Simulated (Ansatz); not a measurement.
C4H8Sn can be A, `C#[C][SnH]([CH3])[CH3]`, or B, `C#C[CH](C)[SnH3]`.

Gas-phase electronic energies from Ansatz, PBE0-D4/def2-TZVP geometries. CBS: MP2 limit from def2 TZ/QZ plus the TZ coupled-cluster correction, frozen cores. DFT in def2-TZVPP. B3LYP here is the variant with VWN-RPA as its local correlation; programs differ in this. def2 core potentials past Kr. For Sn outer-core shells are correlated without core-valence functions, which leaves a few kJ/mol of doubt a bond.

(1) Which isomer does CCSD(T)/CBS put lower? Give the gap. (Best estimate.)

(2) Give E(B) − E(A) in kJ/mol with B3LYP, B3LYP-D4, CCSD(T)/def2-TZVPP, CCSD/def2-TZVPP, PBE-D4, r2SCAN-D4, PBE0-D4. (An estimate is asked.)

Largest T1 diagnostic: 0.012.

## Answers

(1) Ansatz gave: A, by 83.3 kJ/mol.

(2) Computed: B3LYP 69.3, B3LYP-D4 64.5, CCSD(T)/def2-TZVPP 79.5, CCSD/def2-TZVPP 78.8, PBE-D4 58.6, r2SCAN-D4 65.8, PBE0-D4 60.6. None reverses the order clearly.

In def2-TZVPP, CCSD(T) changes the Hartree–Fock value by +4.1 kJ/mol (the triples alone add +0.7 kJ/mol) and MP2 by +6.9 kJ/mol. The D4 term adds −4.8 kJ/mol with B3LYP and −2.4 kJ/mol with PBE0; it sums over pairs of atoms, weighted by their polarisabilities, and B3LYP, whose exchange is more repulsive, gets the larger term.
